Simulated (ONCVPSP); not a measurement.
**What the settings do to the ONCV potential of gallium**

Base potential:

* Element: gallium
* Generator: ONCVPSP 4.0.1
* Type: optimised norm-conserving Vanderbilt (ONCV)
* Functional: PW91
* Relativity: scalar-relativistic
* Frozen core: [Ar] 3d10
* Valence charge: 3
* Reference configuration: 4s2 4p1
* Partial waves: 4s: rc 1.55 bohr, ncon 3, nbas 7, qcut 4.3 1/bohr, 1 projector; 4p: rc 2.80 bohr, ncon 4, nbas 8, qcut 3.1 1/bohr, 1 projector; d scattering state at 0.2 Ha: rc 2.45 bohr, ncon 4, nbas 6, qcut 3.5 1/bohr, 3 projectors, debl 3.7 Ha
* Local potential: polynomial inside 1.45 bohr (lpopt 5, dvloc0 6 Ha)
* Core correction: Teter function, fcfact 2.5, rcfact 1.45

Cutoffs, loose and tight: the cutoffs (Ha) at which the residual kinetic energy of the hardest occupied pseudo-wave falls to 1 and 0.1 mHa per electron. They do not see the model core or the augmentation charge, which bear on the density cutoff. Test errors are all-electron minus pseudo excitation energies from the reference, over the configurations 4s2 4p0; 4s1 4p0; 4s2 4p0.5; 4s1 4p1. A dash means not determined; rows that change the core or the reference have their own tests.

For the base: The cutoffs count occupied waves only; projector 3 of the d channel, the hardest unoccupied one, needs 41 Ha at the loose tolerance.

A true bound ghost makes a file unfit for plane-wave use even where its test errors are small: the radial tests pick states by their node count and pass the ghost by.

| change | outcome | cutoff, loose | cutoff, tight | bound ghosts | GHOST(+) flags above zero | largest test error (meV) |
| --- | --- | --- | --- | --- | --- | --- |
| base | generated | 7.4 Ha | 9.9 Ha | none | d | -167 |
| reference 4s1 4p2 | generated | 7.6 Ha | 10 Ha | none | d | -115 |
| local potential polynomial inside 1.45 bohr (lpopt 5, dvloc0 2 Ha) | generated | 7.4 Ha | 9.9 Ha | none | d | -164 |
| d: rc 3.24 | generated | 7.4 Ha | 9.9 Ha | none | d | -167 |
| p: qcut 1.8 | generated | 7.4 Ha | 9.9 Ha | none | d | -159 |
| core correction Teter function, fcfact 2.5, rcfact 1.44 | generated | 7.4 Ha | 9.9 Ha | none | d | -159 |
| d: qcut 3.8 | generated | 7.4 Ha | 9.9 Ha | none | d | -167 |

What comes out with this change to the base: d: rc 3.3?

outcome: generated; cutoff, loose: 7.4 Ha; cutoff, tight: 9.9 Ha; bound ghosts: d; GHOST(+) flags above zero: d; largest test error (meV): -167.

What comes out with this change to the base: core [Ar], valence charge 13; reference 3d10 4s1.5 4p1.5; waves now 4s: rc 2.00 bohr, ncon 4, nbas 7, qcut 2.9 1/bohr, 2 projectors, debl 1.3 Ha; 4p: rc 2.35 bohr, ncon 4, nbas 7, qcut 3.6 1/bohr, 2 projectors, debl 3.4 Ha; 3d: rc 1.10 bohr, ncon 4, nbas 9, qcut 11.9 1/bohr, 2 projectors, debl 3.8 Ha; f scattering state at 0.19 Ha: rc 2.05 bohr, ncon 4, nbas 8, qcut 5.3 1/bohr, 1 projector; local potential polynomial inside 0.95 bohr (lpopt 4, dvloc0 6 Ha)?

outcome: generated; cutoff, loose: 68 Ha; cutoff, tight: 221 Ha; bound ghosts: none; GHOST(+) flags above zero: s; largest test error (meV): -101.

What comes out with this change to the base: core correction Teter function, fcfact 5.6, rcfact 1.45?

outcome: generated; cutoff, loose: 7.4 Ha; cutoff, tight: 9.9 Ha; bound ghosts: none; GHOST(+) flags above zero: d; largest test error (meV): -343.
